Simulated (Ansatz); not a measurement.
`OC[SiH2]O[SiH3]` + PH₃ → `[SiH3]P` + `OC[SiH2]O`  (ligand exchange at the Si–O bond)

Gas-phase electronic energies from Ansatz, PBE0-D4/def2-TZVP geometries. CBS: MP2 limit from def2 TZ/QZ plus the TZ coupled-cluster correction, frozen cores. This one scheme is used for every species. DFT in def2-TZVPP. B3LYP here is the variant with VWN-RPA as its local correlation; programs differ in this. Each species was taken in one conformer, which may not be the lowest.

`OC[SiH2]O[SiH3]`:

```xyz
13

O    -1.667   -0.475   -0.082
C    -1.343    0.839    0.353
Si    0.358    0.726    1.150
O     1.399    0.047    0.089
Si    1.466   -1.105   -1.076
H    -2.483   -0.450   -0.587
H    -1.303    1.547   -0.487
H    -2.078    1.228    1.073
H     0.285   -0.100    2.383
H     0.838    2.091    1.488
H     0.961   -2.406   -0.571
H     2.890   -1.249   -1.468
H     0.678   -0.692   -2.266
```

PH₃:

Cartesian coordinates in Å:
```
P -0.038 -0.489 -0.310
H 0.449 0.732 -0.846
H 0.751 -0.377 0.865
H -1.162 0.134 0.292
```

`[SiH3]P`:

Cartesian coordinates in Å:
```
Si 0.633 -0.498 -0.151
P -1.258 0.343 0.746
H 0.312 -1.826 -0.734
H 1.621 -0.677 0.944
H 1.232 0.361 -1.206
H -1.830 0.655 -0.516
H -0.710 1.643 0.917
```

`OC[SiH2]O`:

```xyz
10

O    -0.129    0.901    1.626
C     0.398   -0.266    1.007
Si   -0.388   -0.521   -0.683
O    -0.335    0.934   -1.475
H    -0.151    1.603    0.968
H     0.175   -1.109    1.668
H     1.496   -0.216    0.929
H     0.334   -1.573   -1.456
H    -1.823   -0.864   -0.549
H     0.422    1.110   -2.034
```

Problem. Is it downhill or uphill in electronic energy at CCSD(T)/CBS, and by how much? (An estimate is asked.)

Solution. Computed: Uphill: ΔE = +0.93 eV.

Problem. What do these levels give: ωB97M-V, PBE, r2SCAN, PBE0, B3LYP, HF/def2-TZVPP, MP2/def2-TZVPP, SCS-MP2/def2-TZVPP, CCSD/def2-TZVPP, HF/def2-QZVPP, HF/CBS(def2), MP2/CBS(def2)? (Estimate.)

Solution. Ansatz gave: ωB97M-V 0.95, PBE 0.65, r2SCAN 0.84, PBE0 0.74, B3LYP 0.92, HF/def2-TZVPP 1.20, MP2/def2-TZVPP 0.98, SCS-MP2/def2-TZVPP 1.04, CCSD/def2-TZVPP 1.00, HF/def2-QZVPP 1.22, HF/CBS(def2) 1.23, MP2/CBS(def2) 0.95 eV.

Largest T1 diagnostic among the species: 0.013.

The D4 term adds +0.05 eV with B3LYP and +0.03 eV with PBE0; it sums over pairs of atoms, weighted by their polarisabilities, and B3LYP, whose exchange is more repulsive, gets the larger term. In def2-TZVPP, CCSD(T) changes the Hartree–Fock value by −0.24 eV (the triples alone add −0.04 eV) and MP2 by −0.23 eV.
